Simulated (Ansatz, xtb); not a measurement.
## Relative energy of two isomers of C3H7GeNS

Structure I is `[CH3][GeH2][S]CC#N`, a singlet and structure II is `N#CC[CH2][GeH2][SH]`, a singlet. Both are isolated molecules in the gas phase, relaxed with B3LYP-D3(BJ)/def2-SVP; each stands in its lowest conformer found.

**Question.** Estimate which is lower in electronic energy at CCSD(T)/def2-SVP + ΔMP2/def2-TZVPP, and by roughly how much.

**Answer.** The CCSD(T)/def2-SVP + ΔMP2/def2-TZVPP calculation puts structure II lower, by 3.6 kcal/mol.

The same difference at several levels:

```tsv
level	geometry	E(II) − E(I) (kcal/mol)	departure from the last row (kcal/mol)	job, with rough time for the two
GFN2-xTB	GFN2-xTB	−4.8	−1.2	optimisation, 0.45 s
HF/STO-3G	GFN2-xTB	+3.0	+6.6	single point, 1.3 s
r2SCAN-D4/def2-SVP	GFN2-xTB	−3.8	−0.3	single point, 6.3 s
B3LYP-D3(BJ)/def2-SVP	B3LYP-D3(BJ)/def2-SVP	−3.5	0.0	optimisation, 3.4 min
HF/def2-SVP	B3LYP-D3(BJ)/def2-SVP	−6.0	−2.5	part of the CCSD(T) run
MP2/def2-SVP	B3LYP-D3(BJ)/def2-SVP	−4.7	−1.2	part of the CCSD(T) run
CCSD(T)/def2-SVP	B3LYP-D3(BJ)/def2-SVP	−5.1	−1.5	single point
CCSD(T)/def2-SVP + ΔMP2/def2-TZVPP	B3LYP-D3(BJ)/def2-SVP	−3.6		single point, 1.9 min
```

As drawn, II has 1 C–C, 1 S–H in place of 1 C–S, 1 C–H.

HF/STO-3G puts the two in the other order. The largest departure from CCSD(T)/def2-SVP + ΔMP2/def2-TZVPP is that of HF/STO-3G, 6.6 kcal/mol. The last row adds to CCSD(T) the change of the MP2 difference between the two basis sets, here +1.5 kcal/mol.

With thermal terms from frequencies at re-optimised GFN2-xTB minima (ideal gas, soft modes damped towards free rotors, one conformer each, 298.15 K, 1 atm): the zero-point term adds −0.7 kcal/mol; ΔH is −4.4 and ΔG −4.2 kcal/mol.

The correlated steps freeze 18 core orbitals; the filled d shell of Ge is correlated, in a basis made for valence electrons. Run with Ansatz 0.2.0, xtb 6.7.1; the last row on 2 threads of Intel(R) Xeon(R) Processor @ 2.70GHz on a shared host.
